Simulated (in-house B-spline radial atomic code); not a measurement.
Successive ionisation energies of neodymium; each step leads to the configuration of the next row (after the last: [Ar] 3d10 4s2 4p1). Dirac energy differences include first-order Breit, QED and recoil terms. NIST's values go from ground level to ground level; the uncertainty of those that are theory runs from under 0.1 % in few-electron ions to several per cent in heavy many-electron ones. Computed with an all-electron radial atomic-structure program (B-spline basis): Dirac-Hartree-Fock, average of the configuration, finite nuclei.

| ion | configuration | ionisation energy (eV) | tabulated value (eV) | tabulated kind | computed minus tabulated (eV) | highest orbital | largest mean radius (bohr) |
| --- | --- | --- | --- | --- | --- | --- | --- |
| Nd16+ | [Kr] 4d8 | 457.0 | 453 | tabulated theory | 4.0 | 4d5/2 | 0.65136 |
| Nd17+ | [Kr] 4d7 | 491.3 | 489 | tabulated theory | 2.3 | 4d5/2 | 0.64285 |
| Nd18+ | [Kr] 4d6 | 526.2 | 522 | tabulated theory | 4.2 | 4d5/2 | 0.63464 |
| Nd19+ | [Kr] 4d5 | 561.8 | 562 | tabulated theory | -0.2 | 4d5/2 | 0.6267 |
| Nd20+ | [Kr] 4d4 | 598.0 | 602 | tabulated theory | -4.0 | 4d5/2 | 0.61902 |
| Nd21+ | [Kr] 4d3 | 635.0 | 638 | tabulated theory | -3.0 | 4d5/2 | 0.61157 |
| Nd22+ | [Kr] 4d2 | 672.5 | 678 | tabulated theory | -5.5 | 4d5/2 | 0.60434 |
| Nd23+ | [Kr] 4d1 | 710.8 | 714 | tabulated theory | -3.2 | 4d5/2 | 0.59732 |
| Nd24+ | [Ar] 3d10 4s2 4p6 | ? | ? | tabulated theory | ? | ? | ? |
| Nd25+ | [Ar] 3d10 4s2 4p5 | ? | ? | tabulated theory | ? | ? | ? |
| Nd26+ | [Ar] 3d10 4s2 4p4 | ? | ? | tabulated theory | ? | ? | ? |
| Nd27+ | [Ar] 3d10 4s2 4p3 | 988.4 | 978 | tabulated theory | 10.4 | 4p3/2 | 0.56803 |
| Nd28+ | [Ar] 3d10 4s2 4p2 | 1029.3 | 1049 | tabulated theory | -19.7 | 4p3/2 | 0.56352 |

Fill in the row of Nd24+.

ionisation energy (eV): 868.4; tabulated value (eV): 859; computed minus tabulated (eV): 9.4; highest orbital: 4p3/2; largest mean radius (bohr): 0.58252.

Fill in the row of Nd25+.

ionisation energy (eV): 907.9; tabulated value (eV): 896; computed minus tabulated (eV): 11.9; highest orbital: 4p3/2; largest mean radius (bohr): 0.57734.

Fill in the row of Nd26+.

ionisation energy (eV): 947.9; tabulated value (eV): 939; computed minus tabulated (eV): 8.9; highest orbital: 4p3/2; largest mean radius (bohr): 0.57264.

Where a p, d or f electron is removed, the computed value is a mean over both j, so it misses the tabulated one by a part of the spin-orbit splitting; averaging over terms and missing correlation add to the gap, relatively most at low charge.
